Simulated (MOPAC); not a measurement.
MOPAC input (PM6):

```
PM6 PRECISE GNORM=0.05 LET XYZ CHARGE=-1 GEO-OK AUX(PRECISION=9) THREADS=1
H5BN

B    -0.79352937 1    0.07341225 1   -0.00687668 1
N     0.75829670 1   -0.18305443 1    0.03438040 1
H    -1.31063212 1   -0.66990919 1   -0.85355781 1
H    -1.11257612 1    1.25287133 1   -0.29288637 1
H    -1.28302308 1   -0.18833522 1    1.10157951 1
H     1.19392406 1    0.45212424 1    0.69991940 1
H     1.17187716 1    0.06756860 1   -0.86133418 1
```

What heat of formation does the run end on?

-28.83 kcal/mol.
